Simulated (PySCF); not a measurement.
Electron correlation in Zn (zinc, neutral)

[Ar] 3d10 4s1 4p1, high-spin 3P determinant (an excited configuration). All numbers are calculated (PySCF 2.14, a scalar-relativistic core potential, in aug-cc-pVTZ-PP with ECP10MDF). Frozen: 3s2 3p6; 12 electrons correlated.

MP2 pair energies summed by pair of shells (mhartree):

```tsv
pair	energy	share (%)
3d-3d	-461.21	92.5
3d-4s	-24.34	4.9
3d-4p	-10.51	2.1
4s-4p	-2.30	0.5
```

Total MP2 correlation energy: -498.36 mhartree.

Same-spin part -184.67 and opposite-spin part -313.69 mhartree; SCS-MP2 scales them by 1/3 and 6/5 to -437.98 mhartree.
